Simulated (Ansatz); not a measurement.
The cluster Si3Ge, relaxed as a singlet with RKS r2SCAN-D4/def2-SVP in Ansatz, starting from the GFN1-xTB geometry. Force threshold 0.02 eV/Å.

The structure comes from a short search, and lower isomers may exist.

Start:

```xyz
4

Si    1.229   -0.115   -0.451
Si    0.064    1.863   -0.078
Si   -0.866    0.019    0.984
Ge   -0.427   -1.766   -0.455
```

(1) Estimate the energy that the relaxation releases and the steps that it takes.

(2) Does the start keep its bonding and symmetry?

(3) Predict the relaxed structure.

Answers

(1) 23.6 kJ/mol, in 6 steps; 19 s on 4 threads of Arm Neoverse N1 on a shared host. No frequencies were taken in this run, so the end may be a saddle point.

(2) By distances, no bond broke or formed. The bond that changes most is Si1–Si3, from 2.54 to 2.41 Å (atoms count from 1). Point group Cs at the start, C2v at the end, both within 0.05 Å.

(3) 
```xyz
4

Si    0.995   -0.042   -0.682
Si    0.275    1.970    0.217
Si   -0.993    0.085    0.680
Ge   -0.276   -2.012   -0.215
```
Bond lengths: 3 × Si–Si 2.32 to 2.41 Å; 2 × Ge–Si 2.39 Å.
